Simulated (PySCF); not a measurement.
# Working out the excitation energy of Ar²⁺

Ar²⁺ [Ne] 3s2 3p4 (3P) → Ar²⁺ [Ne] 3s2 3p3 3d1 (5D). Computed with PySCF 2.14 in aug-cc-pwCVDZ (6s5p3d, 36 functions), with the non-relativistic Hamiltonian (point nucleus). Frozen: nothing. Energies in hartree (1 hartree = 27.21139 eV):

```json
{"part": "UHF", "Ar²⁺ (lower)": "-525.292063", "Ar²⁺ (upper)": "-524.634407"}
{"part": "MP2 opposite-spin", "Ar²⁺ (lower)": "-0.181267", "Ar²⁺ (upper)": "-0.158897"}
{"part": "MP2 same-spin", "Ar²⁺ (lower)": "-0.072736", "Ar²⁺ (upper)": "-0.065482"}
```

**Question.** What does Hartree-Fock give?

**Answer.** (-524.634407) − (-525.292063) = 0.657656 hartree = 17.896 eV.

**Question.** What do MP2 and SCS-MP2 (6/5 opposite-spin, 1/3 same-spin) give?

**Answer.** The opposite-spin parts differ by 0.609 eV and the same-spin parts by 0.197 eV. MP2: 17.896 + (0.609) + (0.197) = 18.702 eV. SCS-MP2: 17.896 + 1.2 × (0.609) + (0.197)/3 = 18.692 eV.

A double-zeta basis recovers only part of the correlation energy.
